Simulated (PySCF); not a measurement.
CH4Si, charge +1, doublet, geometry from GFN2-xTB (a state made from the parent by changing its charge; the spin is typed, not shown lowest); CASSCF(5,4)/def2-SVP (PySCF).

PySCF was given this input:
```python
from pyscf import gto, scf, mcscf
import numpy

mol = gto.M(
    atom='''
C    -1.227706   -0.073850   -0.030003
Si    0.596173    0.035862    0.014569
H    -1.874065    0.777805    0.162899
H    -1.757220   -0.996238   -0.251641
H     1.395171   -1.160051    0.235060
H     1.255923    1.319522   -0.170272
''',
    basis='def2-svp',
    charge=1,
    spin=1,
    verbose=4,
)

mf = scf.ROHF(mol)
mf.kernel()
mc = mcscf.CASSCF(mf, 4, 5)
mc.fix_spin_(ss=0.75)
mc.kernel()
occ = numpy.linalg.eigvalsh(mc.fcisolver.make_rdm1(mc.ci, mc.ncas, mc.nelecas))[::-1]
ss = mc.fcisolver.spin_square(mc.ci, mc.ncas, mc.nelecas)[0]
print('natural occupations', occ.round(4), ' <S^2>', round(ss, 4))
```

Q: What does PySCF print? Leave out banner, timings and long lists.

A: 
```
PySCF version 2.14.0

[INPUT] verbose = 4
[INPUT] num. atoms = 6
[INPUT] num. electrons = 23
[INPUT] charge = 1
[INPUT] spin (= nelec alpha-beta = 2S) = 1
[INPUT] symmetry False subgroup None
[INPUT] Mole.unit = angstrom
[INPUT] Symbol           X                Y                Z      unit          X                Y                Z       unit  Magmom
[...]
nuclear repulsion = 49.4207207660508
number of shells = 26
number of NR pGTOs = 88
number of NR cGTOs = 52
basis = def2-svp
ecp = {}

******** <class 'pyscf.scf.rohf.ROHF'> ********
method = ROHF
initial guess = minao
damping factor = 0
level_shift factor = 0
DIIS = <class 'pyscf.scf.diis.CDIIS'>
diis_start_cycle = 1
diis_space = 8
diis_damp = 0
SCF conv_tol = 1e-09
SCF conv_tol_grad = None
SCF max_cycles = 50
direct_scf = True
direct_scf_tol = 1e-13
num. doubly occ = 11  num. singly occ = 1
Set gradient conv threshold to 3.16228e-05
init E= -328.709492651313
[...]
cycle= 1 E= -328.603621179825  delta_E= 0.106  |g|= 0.359  |ddm|=  1.5
[...]
cycle= 2 E= -328.662540035922  delta_E= -0.0589  |g|= 0.136  |ddm|= 0.418
[...]
cycle= 3 E= -328.668055059737  delta_E= -0.00552  |g|= 0.0302  |ddm|= 0.118
[...]
cycle= 4 E= -328.66878357017  delta_E= -0.000729  |g|= 0.0127  |ddm|= 0.0477
[...]
cycle= 5 E= -328.668863448197  delta_E= -7.99e-05  |g|= 0.00459  |ddm|= 0.0123
[...]
cycle= 6 E= -328.668891503332  delta_E= -2.81e-05  |g|= 0.00193  |ddm|= 0.00981
[...]
cycle= 7 E= -328.668896230182  delta_E= -4.73e-06  |g|= 0.000217  |ddm|= 0.00529
[...]
cycle= 8 E= -328.668896286883  delta_E= -5.67e-08  |g|= 3.27e-05  |ddm|= 0.000544
[...]
cycle= 9 E= -328.668896288501  delta_E= -1.62e-09  |g|= 1.04e-05  |ddm|= 5.84e-05
[...]
cycle= 10 E= -328.668896288686  delta_E= -1.85e-10  |g|= 2.06e-06  |ddm|= 2.1e-05
[...]
Extra cycle  E= -328.66889628869  delta_E= -4.6e-12  |g|= 1.01e-06  |ddm|= 2.42e-06
converged SCF energy = -328.66889628869

******** <class 'pyscf.mcscf.mc1step.CASSCF'> ********
CAS (3e+2e, 4o), ncore = 9, nvir = 39
max_cycle_macro = 50
max_cycle_micro = 4
conv_tol = 1e-07
conv_tol_grad = None
orbital rotation max_stepsize = 0.02
orbital rotation threshold for CI restart = 0.01
augmented hessian ah_max_cycle = 30
augmented hessian ah_conv_tol = 1e-12
augmented hessian ah_linear dependence = 1e-14
augmented hessian ah_level shift = 1e-08
augmented hessian ah_start_tol = 2.5
augmented hessian ah_start_cycle = 3
augmented hessian ah_grad_trust_region = 3
kf_trust_region = 3
kf_interval = 4
ci_response_space = 4
[...]
CASCI E = -328.669275574715  S^2 = 0.7500000
[...]
macro iter  40 ( 21 JK    4 micro), CASSCF E = -328.673055198264  dE = -2.12962749e-06  S^2 = 0.7500000
               |grad[o]|=0.00176  |grad[c]|=0.0018  |ddm|=0.000622  |maxRot[o]|=0.00774
macro iter  41 ( 21 JK    4 micro), CASSCF E = -328.673057570701  dE = -2.37243694e-06  S^2 = 0.7500000
               |grad[o]|=0.00176  |grad[c]|=0.00182  |ddm|=0.000649  |maxRot[o]|=0.00805
macro iter  42 ( 21 JK    4 micro), CASSCF E = -328.673060194723  dE = -2.62402210e-06  S^2 = 0.7500000
               |grad[o]|=0.00176  |grad[c]|=0.00184  |ddm|=0.000677  |maxRot[o]|=0.00835
macro iter  43 ( 21 JK    4 micro), CASSCF E = -328.673063077755  dE = -2.88303164e-06  S^2 = 0.7500000
               |grad[o]|=0.00176  |grad[c]|=0.00186  |ddm|=0.000708  |maxRot[o]|=0.00863
macro iter  44 ( 21 JK    4 micro), CASSCF E = -328.673066225569  dE = -3.14781420e-06  S^2 = 0.7500000
               |grad[o]|=0.00176  |grad[c]|=0.00189  |ddm|=0.000743  |maxRot[o]|=0.00891
macro iter  45 ( 21 JK    4 micro), CASSCF E = -328.673069641245  dE = -3.41567659e-06  S^2 = 0.7500000
               |grad[o]|=0.00176  |grad[c]|=0.00192  |ddm|=0.000778  |maxRot[o]|=0.00917
macro iter  46 ( 21 JK    4 micro), CASSCF E = -328.673073325650  dE = -3.68440465e-06  S^2 = 0.7500000
               |grad[o]|=0.00177  |grad[c]|=0.00194  |ddm|=0.000813  |maxRot[o]|=0.00941
macro iter  47 ( 21 JK    4 micro), CASSCF E = -328.673077280125  dE = -3.95447489e-06  S^2 = 0.7500000
               |grad[o]|=0.00177  |grad[c]|=0.00198  |ddm|=0.000847  |maxRot[o]|=0.00963
macro iter  48 ( 21 JK    4 micro), CASSCF E = -328.673081501556  dE = -4.22143091e-06  S^2 = 0.7500000
               |grad[o]|=0.00177  |grad[c]|=0.00201  |ddm|=0.000879  |maxRot[o]|=0.00984
macro iter  49 ( 21 JK    4 micro), CASSCF E = -328.673085970564  dE = -4.46900782e-06  S^2 = 0.7500000
               |grad[o]|=0.00177  |grad[c]|=0.00204  |ddm|=0.000873  |maxRot[o]|= 0.01
macro iter  50 ( 21 JK    4 micro), CASSCF E = -328.673090684472  dE = -4.71390803e-06  S^2 = 0.7500000
               |grad[o]|=0.00177  |grad[c]|=0.00208  |ddm|=0.000901  |maxRot[o]|=0.0101
1-step CASSCF not converged,  50 macro (1032 JK 198 micro) steps
CASSCF canonicalization
Density matrix diagonal elements [1.99960459 1.99466044 1.00004098 0.00569398]
CASSCF energy = -328.673090684472
CASCI E = -328.673090684472  E(CI) = -7.11149016527855  S^2 = 0.7500000
natural occupations [1.9996 1.9947 1.     0.0057]  <S^2> 0.75
```

Convergence was not reached.
